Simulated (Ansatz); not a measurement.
## Worked example: the barrier

An elementary step of TiH2Cl4, closed shell (TiCl₄ ([Cl][Ti]([Cl])([Cl])[Cl]) + H₂ → TiHCl₃ ([Cl][TiH]([Cl])[Cl]) + HCl; bonds formed: Ti1–H7, Cl2–H6; bonds broken: Ti1–Cl2, H6–H7). “Start” is the structure reached by relaxing down from the saddle towards the reactants; PBE0-D4/def2-TZVP structures. The saddle:

```json
{"atom": "Ti1", "x (Å)": "-0.2055", "y (Å)": "0.5136", "z (Å)": "-0.1040"}
{"atom": "Cl2", "x (Å)": "-0.1870", "y (Å)": "-2.2375", "z (Å)": "0.2959"}
{"atom": "Cl3", "x (Å)": "-1.0374", "y (Å)": "0.1615", "z (Å)": "-2.0776"}
{"atom": "Cl4", "x (Å)": "-1.5815", "y (Å)": "0.6864", "z (Å)": "1.5657"}
{"atom": "Cl5", "x (Å)": "0.7723", "y (Å)": "2.4362", "z (Å)": "-0.2343"}
{"atom": "H6", "x (Å)": "0.8874", "y (Å)": "-1.3988", "z (Å)": "0.3318"}
{"atom": "H7", "x (Å)": "1.3514", "y (Å)": "-0.1615", "z (Å)": "0.2224"}
```

Ansatz 0.2.0; basis: def2-TZVPP and def2-QZVPP; cores frozen in the correlated methods.

Energies in eV:

| quantity | saddle | start |
| --- | --- | --- |
| Hartree–Fock, triple zeta (X = 3) | -73137.89296 | -73140.00782 |
| Hartree–Fock, quadruple zeta (X = 4) | -73139.70784 | -73141.83792 |
| MP2 correlation, X = 3 | -33.70588 | -33.51540 |
| MP2 correlation, X = 4 | -36.82857 | -36.61938 |
| CCSD(T) correlation, X = 3 | -37.01280 | -36.72783 |

(1) Work out the barrier at the basis limit: extrapolate Hartree–Fock as E(X) = E∞ + A exp(−7.88 √X) and the MP2 correlation as E(X) = E∞ + B X^−2.97 (the exponents that Neese and Valeev fitted for def2-TZVPP and QZVPP), then add CCSD(T) − MP2 in triple zeta.

T1 diagnostic: at most 0.025. The restricted Hartree–Fock reference is unstable towards an unrestricted one at one or more of these structures.

Results:

(1) Each step is linear, so take the differences first (saddle − start): Hartree–Fock 2.11486 (X = 3) and 2.13008 (X = 4); MP2 correlation -0.19048 and -0.20919; CCSD(T) correlation -0.28497.
Two points give E∞ = E(4) + w [E(4) − E(3)], with w = 1/(exp(7.88 (2 − √3)) − 1) = 0.1377 for Hartree–Fock and w = 1/((4/3)^2.97 − 1) = 0.7407 for the correlation.
Hartree–Fock: 2.13008 + 0.1377 × 0.01522 = 2.1322 eV.
MP2 correlation: -0.20919 + 0.7407 × (-0.01871) = -0.2230 eV.
CCSD(T) − MP2: -0.28497 − (-0.19048) = -0.0945 eV.
Sum: 2.1322 + (-0.2230) + (-0.0945) = 1.8147 eV, or 41.85 kcal/mol. Plain CCSD(T) in triple zeta gives 1.8299 eV, so the larger basis shifts the result by -0.0152 eV.

Labels in which every atom is bracketed show which atoms are joined, not bond orders.

For scale, one of the runs: CCSD(T)/def2-TZVPP, 260 basis functions, launched by `ansatz run in.yaml --threads 8 --pin off --events-out ev --progress --plain --max-ram 19148MiB`. The run took 3.9 min on 8 CPU threads of an Intel Xeon (shared host), with 5.8 GiB of host memory at its peak.
